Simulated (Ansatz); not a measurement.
Input for Ansatz (a quantum-chemistry and plane-wave program): R-CCSD(T)/def2-QZVPP on O2Sn (SMILES [O]=[Sn]=[O]). Elements past Kr take the def2 small-core potentials; no spin–orbit coupling. The basis file is the Basis Set Exchange's JSON of that set.

Ansatz 0.2 input:
```yaml
crystal:
  periodic: [false, false, false]
  atoms:
    - {symbol: Sn, position_ang: [0.00003335, -0.00000002, 0.00000200]}
    - {symbol: O, position_ang: [1.81396224, -0.00416133, 0.00971237]}
    - {symbol: O, position_ang: [-1.81389560, 0.00416135, -0.00971438]}
basis:
  gaussian:
    orbitals: def2-QZVPP.json
magnetization: {spin_polarized: false}
correlation: {method: ccsd_t, electrons: outside_noble_gas}
scf: {lower_state_search: off}
```

Output:

```
WARN ansatz: RAYON_NUM_THREADS=4 ignored (pool sized by the plan → 4); use --threads N
Functional definition: HF
these checks for a lower state are left out or cut short: stability, starts, cluster_reference, orbital_swaps, neighbouring_geometries, increment
integrals: 0.76 GiB planned
1262 factors; integrals over basis functions are off by at most 9.8e-4 eV
mean field: 0.66 GiB planned
mean field evaluation 1: about -9871.2058 eV, gradient 6.2e1 eV
mean field evaluation 2: about -9871.2714 eV, gradient 6.2e1 eV
mean field evaluation 4: about -9878.5581 eV, gradient 2.5e0 eV
mean field evaluation 8: about -9878.5953 eV, gradient 2.2e-1 eV
mean field evaluation 16: about -9878.5957 eV, gradient 2.7e-6 eV
mean field -9878.59567789 eV, -363.0316952098 hartree, gradient 2.7e-6 eV, S^2 0.000000; 0 other end points of the search recorded, 0 dependent functions left out
11 core orbitals not correlated
reference -9878.59567789 eV, -363.0316952098 hartree; 8, 8 occupied and 177, 177 virtual orbitals, 1262 factors
second order -17.69973102 eV of doubles, -0.00000000 eV of singles
coupled cluster: 1.21 GiB planned
cycle   1  -15.74859612 eV  change     2.0e0 eV  update   2.2e-1
cycle   2  -16.63689355 eV  change   -8.9e-1 eV  update   1.3e-1
cycle   3  -16.85163676 eV  change   -2.1e-1 eV  update   3.9e-2
cycle   4  -16.83363642 eV  change    1.8e-2 eV  update   1.6e-2
cycle   5  -16.82559602 eV  change    8.0e-3 eV  update   4.1e-3
cycle   6  -16.82597740 eV  change   -3.8e-4 eV  update   1.6e-3
cycle   7  -16.82420175 eV  change    1.8e-3 eV  update   6.3e-4
cycle   8  -16.82374297 eV  change    4.6e-4 eV  update   2.1e-4
cycle   9  -16.82393361 eV  change   -1.9e-4 eV  update   9.7e-5
cycle  10  -16.82388855 eV  change    4.5e-5 eV  update   3.5e-5
cycle  11  -16.82387031 eV  change    1.8e-5 eV  update   1.5e-5
perturbative correction -1.05696753 eV, -0.0388428402 hartree
Total energy: -9896.47651573 eV, -363.6888038803 hartree
Checks for a lower state left out: stability, starts, cluster_reference, orbital_swaps, neighbouring_geometries, increment
```

The run converged.

Cost: about 28 core-seconds (a rough figure).
